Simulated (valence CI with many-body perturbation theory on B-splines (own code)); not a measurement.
Pd15+: configurations and terms from energies and g

Calculated by relativistic CI+MBPT: three valence electrons over a frozen Dirac-Fock core [Ar] 3d10, a basis of 11 s, 11 p, 9 d, 7 f, 5 g, 2 h, 1 i functions for each j, with the one-electron correlation potential Σ1, the two-electron term Σ2, the three-electron term Σ3, Breit, model QED; selected CI, second order for the rest (own B-spline code, finite nucleus).

No measured levels were compared; by estimate levels hold to about 250 cm⁻¹ or 0.2 % of their energy and the worst to 1 %, as in measured heavy ions of charge 2 to 7; those with d or f electrons hold less well.

```tsv
No.	J	Parity	E (cm⁻¹)	g
1	1/2	odd	0	0.665
2	3/2	odd	52588	1.333
3	1/2	even	261790	2.592
4	3/2	even	290370	1.719
5	5/2	even	310260	1.524
6	3/2	even	355000	0.843
7	5/2	even	372710	1.275
10	3/2	even	450130	1.303
11	3/2	even	564080	0.800
12	5/2	even	572760	1.200
15	5/2	odd	686230	1.199
16	1/2	odd	729660	0.665
18	3/2	odd	771330	0.453
19	5/2	odd	781500	1.042
```

Energies count from the lowest level. Strongly mixed levels and levels close to another of their J and parity are left out, so the numbers can have gaps.

Give configuration and LS term of each level.

1: 4s2.4p 2P°; 2: 4s2.4p 2P°; 3: 4s.4p2 4P; 4: 4s.4p2 4P; 5: 4s.4p2 4P; 6: 4s.4p2 2D; 7: 4s.4p2 2D; 10: 4s.4p2 2P; 11: 4s2.4d 2D; 12: 4s2.4d 2D; 15: 4p3 2D°; 16: 4p3 2P°; 18: 4s.4p.4d 4F°; 19: 4s.4p.4d 4F°.
